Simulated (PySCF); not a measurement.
In(Me)2(NHMe), SMILES [In]([CH3])([NH]C)[CH3], GFN2-xTB optimised geometry.

```
15

In     0.10    -0.22     0.00
C      2.34    -0.22     0.00
H      2.69     0.81    -0.01
H      2.72    -0.75    -0.87
H      2.69    -0.72     0.90
C     -1.34    -1.89     0.41
H     -2.07    -1.97    -0.39
H     -1.85    -1.68     1.35
H     -0.79    -2.83     0.51
N     -0.74     1.68     0.00
C     -2.16     1.91    -0.20
H     -0.21     2.38    -0.50
H     -2.45     1.99    -1.26
H     -2.47     2.83     0.31
H     -2.72     1.08     0.24
```

Density from PySCF with B3LYP/def2-TZVP, def2 effective core potentials past Kr at that geometry. The core electrons that the potentials of In replace are not part of the density.

Minimum of the electron density along straight lines between bonded atoms, close to the bond critical point (lines longer than 1.1 times the sum of covalent radii, or with two minima, are not listed):

```json
[
 {"bond": "In1–C2", "length / Å": "2.240", "ρ at the minimum / e bohr⁻³": "0.085", "∇²ρ there / e bohr⁻⁵": "0.12", "position (fraction from the first atom)": "0.51"},
 {"bond": "C2–H3", "length / Å": "1.088", "ρ at the minimum / e bohr⁻³": "0.276", "∇²ρ there / e bohr⁻⁵": "-0.93", "position (fraction from the first atom)": "0.64"},
 {"bond": "C2–H4", "length / Å": "1.088", "ρ at the minimum / e bohr⁻³": "0.275", "∇²ρ there / e bohr⁻⁵": "-0.92", "position (fraction from the first atom)": "0.64"},
 {"bond": "C2–H5", "length / Å": "1.088", "ρ at the minimum / e bohr⁻³": "0.275", "∇²ρ there / e bohr⁻⁵": "-0.92", "position (fraction from the first atom)": "0.64"},
 {"bond": "In1–C6", "length / Å": "2.241", "ρ at the minimum / e bohr⁻³": "0.085", "∇²ρ there / e bohr⁻⁵": "0.12", "position (fraction from the first atom)": "0.51"},
 {"bond": "C6–H7", "length / Å": "1.089", "ρ at the minimum / e bohr⁻³": "0.275", "∇²ρ there / e bohr⁻⁵": "-0.92", "position (fraction from the first atom)": "0.64"},
 {"bond": "C6–H8", "length / Å": "1.089", "ρ at the minimum / e bohr⁻³": "0.275", "∇²ρ there / e bohr⁻⁵": "-0.92", "position (fraction from the first atom)": "0.64"},
 {"bond": "C6–H9", "length / Å": "1.088", "ρ at the minimum / e bohr⁻³": "0.277", "∇²ρ there / e bohr⁻⁵": "-0.93", "position (fraction from the first atom)": "0.64"},
 {"bond": "In1–N10", "length / Å": "2.069", "ρ at the minimum / e bohr⁻³": "0.104", "∇²ρ there / e bohr⁻⁵": "0.35", "position (fraction from the first atom)": "0.51"},
 {"bond": "N10–C11", "length / Å": "1.453", "ρ at the minimum / e bohr⁻³": "0.270", "∇²ρ there / e bohr⁻⁵": "-0.69", "position (fraction from the first atom)": "0.59"},
 {"bond": "N10–H12", "length / Å": "1.015", "ρ at the minimum / e bohr⁻³": "0.335", "∇²ρ there / e bohr⁻⁵": "-1.52", "position (fraction from the first atom)": "0.73"},
 {"bond": "C11–H13", "length / Å": "1.099", "ρ at the minimum / e bohr⁻³": "0.277", "∇²ρ there / e bohr⁻⁵": "-0.95", "position (fraction from the first atom)": "0.64"},
 {"bond": "C11–H14", "length / Å": "1.097", "ρ at the minimum / e bohr⁻³": "0.279", "∇²ρ there / e bohr⁻⁵": "-0.96", "position (fraction from the first atom)": "0.64"},
 {"bond": "C11–H15", "length / Å": "1.092", "ρ at the minimum / e bohr⁻³": "0.282", "∇²ρ there / e bohr⁻⁵": "-0.98", "position (fraction from the first atom)": "0.64"}
]
```
